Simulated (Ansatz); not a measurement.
CH$_{5}$BGeO (`[BH2][GeH]1[CH2][O]1`), relaxed with RKS PBE0-D4/def2-TZVP in the Gaussian-basis code of Ansatz from a PBE-D4/def2-SVP geometry. The force threshold is 0.005 eV/Å; the program also tests the step.

Total charge 0; spin multiplicity 1.

Start:

```xyz
9

B     0.154   -1.199    1.416
Ge    0.193    0.568    0.512
C    -0.316    0.514   -1.422
O     1.042    0.521   -1.196
H     0.395   -2.164    0.721
H    -0.176   -1.309    2.578
H     0.260    2.029    1.002
H    -0.766   -0.417   -1.829
H    -0.787    1.457   -1.781
```

| step | energy (eV) | largest force (eV/Å) | largest move (Å) |
| --- | --- | --- | --- |
| 1 | -60347.8135 | 0.955 | 0.000 |
| 2 | -60347.8622 | 0.611 | 0.030 |
| 3 | -60347.8725 | 0.225 | 0.031 |
| 4 (rejected) | -60347.8510 | 1.243 | 0.033 |
| 5 | -60347.8768 | 0.047 | 0.016 |
| 6 | -60347.8778 | 0.040 | 0.016 |
| 7 | -60347.8783 | 0.023 | 0.013 |
| 8 (rejected) | -60347.8782 | 0.046 | 0.027 |
| 9 | -60347.8786 | 0.007 | 0.013 |
| 10 | -60347.8787 | 0.011 | 0.012 |
| 11 (rejected) | -60347.8786 | 0.027 | 0.004 |
| 12 | -60347.8787 | 0.003 | 0.001 |

End:

```xyz
9

B     0.163   -1.202    1.425
Ge    0.126    0.551    0.461
C    -0.343    0.537   -1.430
O     1.017    0.506   -1.174
H     0.423   -2.177    0.790
H    -0.133   -1.282    2.577
H     0.265    1.960    1.036
H    -0.777   -0.366   -1.859
H    -0.741    1.474   -1.826
```

Run time 62 s (2 threads of an Arm Neoverse V1 on a shared host); peak host memory 0.39 GiB.
